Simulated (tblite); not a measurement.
C4H9F2NSi.
SMILES with atom numbers: `[F:1][CH:2]([F:3])/[CH:4]=[CH:5]\[CH2:6][NH:7][SiH3:8]` (hydrogens: H9 on C2; H10 on C4; H11 on C5; H12, H13 on C6; H14 on N7; H15, H16, H17 on Si8)

Computed geometry: GFN2-xTB, gas phase.

(1) What internal coordinates does the optimisation give?

## Answers

(1) 
```tsv
bond	length (Å)	order
F1–C2	1.358	single
C2–F3	1.367	single
C2–C4	1.498	single
C4=C5	1.325	double
C5–C6	1.500	single
C6–N7	1.439	single
N7–Si8	1.720	single
C2–H9	1.098	single
C4–H10	1.081	single
C5–H11	1.083	single
C6–H12, C6–H13	1.099	single
N7–H14	1.009	single
Si8–H15	1.471	single
Si8–H16, Si8–H17	1.462	single
```

Bonds in one row agree within 0.01 Å and their mean is given. Orders are formal, as drawn. A selection of angles:
```tsv
angle	degrees
F1–C2–F3	105.4
F1–C2–C4	110.0
F3–C2–C4	111.2
C2–C4–C5	126.7
C4–C5–C6	129.4
C5–C6–N7	115.3
C6–N7–Si8	123.9
H14–N7–C6	111.5
H14–N7–Si8	118.0
```

Torsions: F1–C2–C4–C5 160° (antiperiplanar); C2–C4–C5–C6 -1° (synperiplanar); C4–C5–C6–N7 11° (synperiplanar); C5–C6–N7–Si8 -147° (anticlinal). The mirror-image conformer, all signs reversed, is as good.

The 3 C–C bonds span 1.325 Å (C4=C5, drawn double) to 1.500 Å (C5–C6, drawn single), a spread of 0.175 Å. N7 (silicon-bound nitrogen) has angles 123.9°, 118.0° and 111.5°, sum 353.3°, 0.20 Å off the plane of its three neighbours. Si8 (SiH3 silicon) is distorted tetrahedral (angles from 104.0° to 115.2°). Of the pairs four or more bonds apart, N7···H9 is among the closest relative to their van der Waals radii: 2.40 Å, 87 % of the sum of Bondi's values.

Point group: C1 (no symmetry element, even within 0.4 Å). Its GFN2-xTB frequencies are all real (lowest 48 cm⁻¹). One conformer, not necessarily the lowest. 3 starts were optimised and ended at 0.00, 0.12 and 0.96 kcal/mol (GFN2-xTB); the lowest of these is shown.
